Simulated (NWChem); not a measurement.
All runs are NWChem calculations. System: CH3AlF2, charge 0, spin multiplicity 1, at a geometry optimised with PBE0/def2-SVP. The structure started from a generated list of species. Level: MP2/def2-TZVP, 8 core orbitals frozen.

Output (cleaned and shortened):

```
             Northwest Computational Chemistry Package (NWChem) 7.3.0
             --------------------------------------------------------

                                NWChem Input Module
                                -------------------

 Scaling coordinates for geometry "geometry" by  1.889725989
 (inverse scale =  0.529177249)

                             Geometry "geometry" -> ""
                             -------------------------

 Output coordinates in angstroms (scale by  1.889725989 to convert to a.u.)

  No.       Tag          Charge          X              Y              Z
 ---- ---------------- ---------- -------------- -------------- --------------
    1 Al                  13.0000     0.04874400     0.04232900     0.00092200
    2 C                    6.0000    -1.47768200    -1.13243500    -0.05466100
    3 H                    1.0000    -1.26897500    -2.00743500    -0.69149700
    4 H                    1.0000    -2.37305900    -0.62794000    -0.44691500
    5 H                    1.0000    -1.70968000    -1.51794000     0.95122700
    6 F                    9.0000    -0.00547600     1.60865500    -0.54329600
    7 F                    9.0000     1.51482300    -0.45336000     0.59920300

 Effective nuclear repulsion energy (a.u.)     155.0780528830

            Nuclear Dipole moment (a.u.)
            ----------------------------
        X                 Y               Z
 ---------------- ---------------- ----------------
    -0.0000207870     0.0000132281    -0.0000037795


 Summary of "ao basis" -> "" (spherical)
 ------------------------------------------------------------------------------
       Tag                 Description            Shells   Functions and Types
 ---------------- ------------------------------  ------  ---------------------
 *                         def2-tzvp                  on all atoms

 Summary of "ao basis" -> "ao basis" (spherical)
 ------------------------------------------------------------------------------
       Tag                 Description            Shells   Functions and Types
 ---------------- ------------------------------  ------  ---------------------
 Al                        def2-tzvp                13       37   5s5p2d1f
 C                         def2-tzvp                11       31   5s3p2d1f
 H                         def2-tzvp                 4        6   3s1p
 F                         def2-tzvp                11       31   5s3p2d1f

                                 NWChem SCF Module
                                 -----------------

  ao basis        = "ao basis"
  functions       =   148
  atoms           =     7
  closed shells   =    20
  open shells     =     0
  charge          =   0.00
  wavefunction    = RHF
  use symmetry    = F
  symmetry adapt  = F

 Summary of "ao basis" -> "ao basis" (spherical)
 ------------------------------------------------------------------------------
       Tag                 Description            Shells   Functions and Types
 ---------------- ------------------------------  ------  ---------------------
 Al                        def2-tzvp                13       37   5s5p2d1f
 C                         def2-tzvp                11       31   5s3p2d1f
 H                         def2-tzvp                 4        6   3s1p
 F                         def2-tzvp                11       31   5s3p2d1f

 Forming initial guess at       0.1s

      Superposition of Atomic Density Guess
      -------------------------------------

 Sum of atomic energies:        -479.88173642

      Non-variational initial energy
      ------------------------------

 Total energy =    -480.672267
 1-e energy   =    -974.877264
 2-e energy   =     339.126944
 HOMO         =      -0.421662
 LUMO         =      -0.039181

 Starting SCF solution at       5.0s

 ----------------------------------------------
         Quadratically convergent ROHF

 Convergence threshold     :          1.000E-07
 Maximum no. of iterations :          100
 Final Fock-matrix accuracy:          1.000E-09
 ----------------------------------------------

              iter       energy          gnorm     gmax       time
             ----- ------------------- --------- --------- --------
[...]
              MO Center= -1.7D+00, -1.0D+00, -1.4D-01, r^2= 1.6D+00
   Bfn.  Coefficient  Atom+Function         Bfn.  Coefficient  Atom+Function
  ----- ------------  ---------------      ----- ------------  ---------------
    76      0.246519  4 H  s                 44      0.215475  2 C  py
    47      0.182188  2 C  py                43     -0.170364  2 C  px
    75      0.159900  4 H  s

 Vector   20  Occ=2.000000D+00  E=-4.643544D-01
              MO Center= -1.1D+00, -8.4D-01, -4.1D-02, r^2= 1.7D+00
   Bfn.  Coefficient  Atom+Function         Bfn.  Coefficient  Atom+Function
  ----- ------------  ---------------      ----- ------------  ---------------
     4      0.249923  1 Al s                 43      0.241851  2 C  px
    46      0.233057  2 C  px                44      0.195548  2 C  py
    47      0.186857  2 C  py                15     -0.179359  1 Al px

 Vector   21  Occ=0.000000D+00  E= 7.681753D-02
              MO Center= -3.8D-01, -3.2D-01,  3.2D-02, r^2= 6.4D+00
   Bfn.  Coefficient  Atom+Function         Bfn.  Coefficient  Atom+Function
  ----- ------------  ---------------      ----- ------------  ---------------
    42      2.929860  2 C  s                  5     -2.127030  1 Al s
    71     -0.750282  3 H  s                 83     -0.726535  5 H  s
    77     -0.495627  4 H  s                 18      0.421504  1 Al px
    49      0.381672  2 C  px                19      0.338423  1 Al py
    91      0.327385  6 F  s                122      0.290410  7 F  s

 Vector   22  Occ=0.000000D+00  E= 8.419924D-02
              MO Center= -1.0D-02,  1.1D-02, -4.6D-02, r^2= 5.6D+00
   Bfn.  Coefficient  Atom+Function         Bfn.  Coefficient  Atom+Function
  ----- ------------  ---------------      ----- ------------  ---------------
    20      0.979424  1 Al pz                19      0.334358  1 Al py
    18     -0.283323  1 Al px                51     -0.216007  2 C  pz
    17      0.189110  1 Al pz

 Vector   23  Occ=0.000000D+00  E= 1.406881D-01
              MO Center=  2.9D-02,  1.3D-02,  4.2D-03, r^2= 9.8D+00
   Bfn.  Coefficient  Atom+Function         Bfn.  Coefficient  Atom+Function
  ----- ------------  ---------------      ----- ------------  ---------------
    42      4.643266  2 C  s                 18      1.788952  1 Al px
     5     -1.445608  1 Al s                 19      1.422975  1 Al py
    77     -0.790948  4 H  s                 71     -0.773164  3 H  s
    83     -0.775977  5 H  s                 26     -0.512546  1 Al d -2
    41     -0.463040  2 C  s                 49      0.422587  2 C  px

 center of mass
 --------------
 x =   0.16214877 y =   0.12556527 z =   0.00572666

 moments of inertia (a.u.)
 ------------------
         317.798203024077         -46.959513638252         -66.296721740482
         -46.959513638252         334.170011641648          74.316623445928
         -66.296721740482          74.316623445928         551.554921302107

  Mulliken analysis of the total density
  --------------------------------------

    Atom       Charge   Shell Charges
 -----------   ------   -------------------------------------------------------
    1 Al  13    11.89   2.00  0.65  1.34  0.55  0.07  2.92  2.28  0.83  0.65  0.07  0.27  0.11  0.14
    2 C    6     6.63   0.85  1.12  0.46  0.69  0.11  1.24  1.52  0.59  0.01  0.03  0.00
    3 H    1     0.86   0.26  0.49  0.10  0.02
    4 H    1     0.86   0.26  0.48  0.09  0.02
    5 H    1     0.86   0.26  0.48  0.10  0.02
    6 F    9     9.45   0.77  1.20  0.59  1.01  0.34  2.24  2.30  1.00  0.00  0.01  0.00
    7 F    9     9.45   0.77  1.20  0.59  1.01  0.34  2.24  2.30  1.00  0.00  0.01  0.00

       Multipole analysis of the density wrt the origin
       ------------------------------------------------

     L   x y z        total         open         nuclear
     -   - - -        -----         ----         -------
     0   0 0 0     -0.000000      0.000000     40.000000

     1   1 0 0     -0.746908      0.000000     -0.000021
     1   0 1 0     -0.568926      0.000000      0.000013
     1   0 0 1     -0.027633      0.000000     -0.000004

     2   2 0 0    -23.657829      0.000000    156.945894
     2   1 1 0      0.508326      0.000000     37.280799
     2   1 0 1     -1.900902      0.000000     32.114303
     2   0 2 0    -24.130498      0.000000    141.363253
     2   0 1 1      2.290234      0.000000    -34.688967
     2   0 0 2    -19.111049      0.000000     26.742290

                   NWChem MP2 Semi-direct Energy/Gradient Module
                   ---------------------------------------------

  Basis functions       =    148
  Molecular orbitals    =    148
  Frozen core           =      8
  Frozen virtuals       =      0
  Active alpha occupied =     12
  Active beta occupied  =     12
  Active alpha virtual  =    128
  Active beta virtual   =    128
  Use MO symmetry       = F
  Use skeleton AO sym   = F

  AO/Fock/Back tols     =   1.0D-09  1.0D-09  1.0D-09

 GA uses MA = F    GA memory limited = T

 Available:
  local mem=  1.26D+08
 global mem=  1.44D+08
 local disk=  0.00D+00
  mp2_memr nvloc                   128
  nvloc new                   128
   1 passes of  12:        5242880                     121453                  53775991.
   1 passes of  12: M    126148585           G      144135392           F     120905705.

 Semi-direct pass number   1 of   1  for RHF alpha+beta  at       21.7s
  vrange nnbf                 10290
  mp2_eaftype                   205  avail_ma_in_mb                  1099
 EAF : mp2_eaftype filesize         205   26887996.
  mp2_eaf for mointskh                    205
Node 0 wrote    126.4 Mb in      0.2 s     Agg I/O rate:   614.3 Mb/s
 Done moints_semi at       34.9s
  mp2_eaftype                   205  avail_ma_in_mb                   894
 EAF : mp2_eaftype filesize         205   26887996.
  mp2_eaf for kh                   205
 Done maket at       35.7s
 Done multipass loop at       35.7s

          -------------------------------------------
          SCF energy                -480.694128567423
          Correlation energy          -0.748936133101
          Singlet pairs               -0.468215398811
          Triplet pairs               -0.280720734290
          Total MP2 energy          -481.443064700525
          -------------------------------------------

          ---------------------------------------------------
                    Spin Component Scaled (SCS) MP2
          Same spin pairs                     -0.187147156194
          Same spin scaling factor             0.333333333333
          Opposite spin pairs                 -0.561788976908
          Opposite spin scaling fact.          1.200000000000
          SCS-MP2 correlation energy          -0.736529157687
          Total SCS-MP2 energy              -481.430657725111
          ---------------------------------------------------

 -----------------------
 Performance information
 -----------------------

 Timer overhead =  1.36D-07 seconds/call

               Nr. of calls         CPU time (s)                 Wall time (s)                GFlops
             ---------------    -------------------     ------------------------------   -------------------
Name         Min   Avg   Max    Min     Avg     Max     Min     Avg     Max   Mx/calls   Min     Max     Sum
mp2: moin     1     1     1    13.     13.     13.      13.     13.     13.     13.      0.0     0.0     0.0
mp2: make     1     1     1   0.81    0.81    0.81     0.81    0.81    0.81    0.81      0.0     0.0     0.0
mp2: tota     1     1     1    14.     14.     14.      14.     14.     14.     14.      0.0     0.0     0.0

 The average no. of pstat calls per process was 3.00D+00
 with a timing overhead of 4.08D-07s

 Task  times  cpu:       35.7s     wall:       35.7s

 Total times  cpu:       35.7s     wall:       35.7s
```

Task: Write an NWChem input that would produce this output.

Result: This is not unique; one that fits is 
```
start mol
memory heap 200 mb stack 900 mb global 1100 mb
geometry units angstroms nocenter noautoz noautosym
  Al     0.048744     0.042329     0.000922
  C     -1.477682    -1.132435    -0.054661
  H     -1.268975    -2.007435    -0.691497
  H     -2.373059    -0.627940    -0.446915
  H     -1.709680    -1.517940     0.951227
  F     -0.005476     1.608655    -0.543296
  F      1.514823    -0.453360     0.599203
end
basis spherical
  * library def2-tzvp
end
scf
  rhf
  nopen 0
  maxiter 100
  thresh 1e-7
  semidirect memsize 60000000 filesize 0
end
mp2
  freeze core 8
end
task mp2 energy
```
